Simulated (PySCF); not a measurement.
These are PBE-D3(BJ)/def2-TZVP // PBE0-D3(BJ)/def2-TZVP run with PySCF values and carry that method's errors. All species are isolated molecules in the gas phase. Delta-SCF ions had no search for a lower state. 

Reference species (SMILES): `C1=[SiH][SiH2][SiH2]1` (neutral, multiplicity 1).

```json
{
 "vertical ionisation energy (Delta-SCF)": "8.64 eV",
 "HOMO–LUMO gap": "3.42 eV"
}
```

Changed species: `C[SiH]1[SiH]=[SiH]1`.

Predict the effect on the vertical ionisation energy (Delta-SCF) and HOMO–LUMO gap.

the vertical ionisation energy (Delta-SCF) falls by 0.87 eV, to 7.77 eV; the HOMO–LUMO gap falls by 0.61 eV, to 2.81 eV.
